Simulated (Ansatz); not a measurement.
Mulliken charges of CH$_{4}$BFO$_{2}$, SMILES `COB(O)F` from PBE/def2-TZVPP in Ansatz (PBE0-D4/def2-TZVP geometry).

```csv
atom,x (Å),y (Å),z (Å),charge (e)
C1,-0.154,0.001,-1.357,-0.111
O2,0.273,-0.468,-0.093,-0.262
B3,0.004,0.192,1.058,0.364
O4,0.427,-0.286,2.253,-0.252
F5,-0.684,1.333,1.061,-0.237
H6,0.720,0.130,-1.999,0.104
H7,-0.686,0.951,-1.278,0.086
H8,-0.814,-0.744,-1.807,0.104
H9,0.913,-1.108,2.161,0.204
```

Task: By hand: the dipole of these point charges (1 e Å = 4.8032 D).

Result: Σ q r = (0.119, -0.260, -0.324) e Å, of length 0.432 e Å = 2.07 D.

Task: How does the dipole of the full density compare? (Estimate.)

Result: The calculation gave: (0.117, -0.260, -0.354) e Å, 2.18 D; the point charges give 0.95 times that, at 3° from its direction.

Point charges leave out the atoms' own dipoles, such as those of lone pairs, and Mulliken's split depends on the basis, so the close match here is no proof of good charges.
